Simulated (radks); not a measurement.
Q: Species: the silicon ion Si+. Configuration: [Ne] 3s2 3p1. Calculated with a radial shooting solver on a logarithmic mesh with Libxc functionals: Dirac Kohn-Sham, PBEsol, spin-unpolarised, spherical densities, finite nucleus; open shells are shared between the two j in proportion to 2j + 1; Fermi nuclear charge, rms radius 3.1224 fm. Some entries of the table are withheld. Estimate them.

orbital,occ.,eigenvalue (hartree),<r^2> (bohr^2)
1s1/2,2,-65.85011,(1)
2s1/2,2,-5.46122,0.3864
2p1/2,2,(2),0.3629
2p3/2,4,(3),0.3657
3s1/2,2,-0.69774,4.887
3p1/2,0.333333,(4),(5)
3p3/2,0.666667,(6),(7)

A: 
(1) 1s1/2 <r^2> (bohr^2): 0.01672
(2) 2p1/2 eigenvalue (hartree): -3.87154
(3) 2p3/2 eigenvalue (hartree): -3.84777
(4) 3p1/2 eigenvalue (hartree): -0.42827
(5) 3p1/2 <r^2> (bohr^2): 7.025
(6) 3p3/2 eigenvalue (hartree): -0.42675
(7) 3p3/2 <r^2> (bohr^2): 7.060
